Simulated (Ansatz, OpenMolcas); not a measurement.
## Exact exchange and the vertical ionisation energy of GaCl3

GaCl3: 4 atoms, total charge 0, spin state singlet. SMILES: `[Cl][Ga]([Cl])[Cl]`. The shape is that of a PBE0-D4/def2-TZVP optimisation.

The vertical ionisation energy (to the doublet cation) y, in eV, basis aug-cc-pVDZ; a is the functional's share of exact exchange. Programs: Ansatz 0.2.0, OpenMolcas 26.06.

```
functional     program     a  y (eV)
       PBE      Ansatz     0   10.93
      TPSS  OpenMolcas     0   10.99
     B3LYP      Ansatz   0.2       ?
      PBE0      Ansatz  0.25   11.53
     BHLYP      Ansatz   0.5   11.94
```

Question: Fit y = c + s·a to the known rows and predict B3LYP.

Answer: 
1. Means of the 4 rows: a = 0.1875, y = 11.348.
2. Σ(Δa)² = 0.17188, Σ(Δa·Δy) = 0.34187, so the slope is 0.34187/0.17188 = 1.989.
3. Intercept: 11.348 − (1.989) × 0.1875 = 10.975. The largest residual of the fit is 0.058.
4. B3LYP: 10.975 + (1.989) × 0.2 = 11.37 eV.

The run gave 11.40 eV, so the prediction is off by -0.03 eV, within the largest residual. The rows mix families of semi-local functionals, which the line can't see.
